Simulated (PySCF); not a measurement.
Excitation energy of Ti by level of theory

Ti [Ar] 3d2 4s2 (3F) → Ti [Ar] 3d1 4s2 4p1 (high-spin determinant), as a difference of total energies. Calculation: PySCF 2.14, in aug-cc-pVTZ-DK; scalar relativity by spin-free X2C-1e. Correlated levels: valence: [Ar] frozen. The calculations carry no spin-orbit coupling.

```tsv
method	excitation energy (cm⁻¹)
UHF	36475
LDA	42631
PBE	41758
PBE0	40533
r2SCAN	43356
M06-L	41573
LC-wPBE	39713
r2SCANh	42782
wB97X	40214
MP2 (valence)	35301
SCS-MP2 (valence)	34539
```

A first-order spin-orbit estimate (lowest level to lowest level, LS coupling) adds -0.005 eV.

The determinant of the upper state mixes LS terms, which raises its energy above the lowest term, most at the Hartree-Fock and MP2 levels.
